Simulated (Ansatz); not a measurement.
SbF3, SMILES [F][Sb]([F])[F].

Geometry optimised at B3LYP-D3(BJ)/def2-SVP. The isomer is the one that the SMILES or the coordinates give; other isomers of the formula were not compared. The def2 effective core potentials stand for the cores of Sb; spin–orbit coupling is left out.

Two levels are set side by side: PBE/def2-SVPD (Ansatz, a program for electronic structure) and CAM-B3LYP/def2-SVPD (Ansatz). Energy differences of separate SCF runs at the same geometry; the states with an electron removed or added have multiplicity 2 and 2. Differences are taken from unrounded values.

```tsv
quantity	CAM-B3LYP
vertical ionisation energy (eV)	12.70
vertical singlet–triplet gap (eV)	5.73
```

Problem. What does PBE give, and how far is it from CAM-B3LYP? (Estimate from the structure and the level; the computed values follow.)

Solution. 
```json
[
 {"quantity": "vertical ionisation energy (eV)", "PBE": "12.07", "PBE minus CAM-B3LYP": "-0.63"},
 {"quantity": "vertical singlet–triplet gap (eV)", "PBE": "5.40", "PBE minus CAM-B3LYP": "-0.32"}
]
```
